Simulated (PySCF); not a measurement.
C2H4O3, SMILES C(OC)(O)=O. Coordinates come from a PBE-D3(BJ)/def2-SVP optimisation. The values are those of a single conformer.

Computed equilibrium geometry at PBE-D3(BJ)/def2-SVP (PySCF confirms it by a frequency run) as a Z-matrix, and its point group (one conformer of several):
point group Cs.
```
O
C 1 1.3438
O 2 1.2155 1 126.24
O 2 1.3501 3 125.58 1 180.00
H 4 0.9781 2 104.95 3 0.00
C 1 1.4305 2 114.57 3 0.00
H 6 1.1046 1 105.95 2 180.00
H 6 1.1089 7 110.26 1 -120.21
H 6 1.1089 7 110.26 8 -119.58
```
